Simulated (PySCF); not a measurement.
**Working out the excitation energy of O(2+)**

O(2+) [He] 2s2 2p2 (3P) → O(2+) [He] 2s1 2p3 (5S). All numbers are calculated (PySCF 2.14, the spin-free X2C one-electron Hamiltonian (Gaussian nucleus), in ANO-RCC-VTZP). Frozen: nothing. Energies in hartree (1 hartree = 27.21139 eV):

```tsv
part	O(2+) (lower)	O(2+) (upper)
UHF	-73.157423	-72.951394
MP2 opposite-spin	-0.063435	-0.003865
MP2 same-spin	-0.012854	-0.026412
```

Problem. What does Hartree-Fock give?

Solution. (-72.951394) − (-73.157423) = 0.206029 hartree = 5.606 eV.

Problem. What do MP2 and SCS-MP2 (6/5 opposite-spin, 1/3 same-spin) give?

Solution. The opposite-spin parts differ by 1.621 eV and the same-spin parts by -0.369 eV. MP2: 5.606 + (1.621) + (-0.369) = 6.858 eV. SCS-MP2: 5.606 + 1.2 × (1.621) + (-0.369)/3 = 7.428 eV.
